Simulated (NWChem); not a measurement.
Species: C2H5ClOSi; SMILES Cl[Si@@H]1CCO1

```xyz
10

Cl     0.0002    -1.9363    -0.2854
Si     0.0284    -0.0677     0.6258
C     -1.1938     1.2042    -0.0442
C      0.0999     1.8923    -0.5633
O      1.1494     1.0133    -0.0503
H      0.2080    -0.3240     2.0900
H     -1.7546     1.7888     0.7106
H     -1.8894     0.8556    -0.8305
H      0.1561     1.9404    -1.6723
H      0.2462     2.9174    -0.1606
```
Atoms are numbered in this order, from 1.

Results from NWChem. Medium grid unless said otherwise, to which SCAN and Minnesota functionals are sensitive. All runs use the structure optimised with PBE-D3(BJ)/def2-SVP.

For level LC-wPBE (HJS exchange hole, range parameter 0.4 per bohr)/def2-SVP:

```yaml
highest occupied level (eV): -10.99
orbital gap (eV): 13.62
```

What are these values for level M06-2X/def2-SVP?


- highest occupied level (eV) = -9.60
- orbital gap (eV) = 10.79
